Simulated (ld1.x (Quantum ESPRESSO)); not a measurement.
The numbers below are computed, except where a source is named.
Hardness and transferability of assorted potentials

Generated with ld1.x 7.5 (TM, RRKJ, ultrasoft, PAW), atompaw 4.2 or ONCVPSP 4.0.1. The cutoff is in Ry: for ld1.x and atompaw files where the sum of valence levels is converged to 10 mRy in a Bessel basis, for ONCV files where the hardest occupied wave has 1 mHa per electron of residual kinetic energy. The error is the largest all-electron minus pseudo excitation energy over each file’s own four to seven test configurations (ionisations up to +4, promotions, holes and added fractions of an electron), all of which were solved. The labels leave out finer settings (local radius, basis sizes, second energies), which also bear on the numbers. Spin-polarised tests are not counted. The rows are a selection from randomly drawn settings: files with unsolved tests, undetermined cutoffs or missed reference levels are left out.

A true bound ghost makes a file unfit for plane-wave use even where its test errors are small: the radial tests pick states by their node count and pass the ghost by.

```tsv
element	potential	cutoff (Ry)	largest error (meV)	bound ghosts
Ga	TM, LDA (PZ), scalar-relativistic, rc 1.35/2.80/2.35 (spd), local smoothed, core correction yes, reference 4s2 4p1	40	-179	none
Ge	RRKJ, LDA (PZ), scalar-relativistic, rc 1.65/1.70/1.10 (spd), local s, core correction yes, reference 3d10 4s2 4p0	200	-875	none
Nb	TM, revPBE, scalar-relativistic, rc 1.75/1.70/2.05 (spd), local p, core correction yes, reference 4s2 4p6 4d5 5s0 5p0	45	+518	none
In	TM, PBE, scalar-relativistic, rc 1.90/2.80/2.20 (spd), local p, core correction yes, reference 5s1.75 5p1.25	18	-168	d
Pt	PAW, Wu–Cohen, scalar-relativistic, rc 2.15/2.50/2.50 (spd), local smoothed, core correction yes, reference 5d8.5 6s0 6p0	18	-45	s
```

Q: Fill in the row for Lu: RRKJ, PBEsol, scalar-relativistic, rc 2.40/3.25/2.90 (spd), local s, core correction no, reference 5d1 6s1 6p0.

A: cutoff 15 Ry, largest error +96 meV, bound ghosts: none.

Q: Fill in the row for Mg: TM, PBE, non-relativistic, rc 2.00/6.02/3.80 (spd), local d, core correction no, reference 3s2 3p0.

A: cutoff 6 Ry, largest error +97 meV, bound ghosts: none.
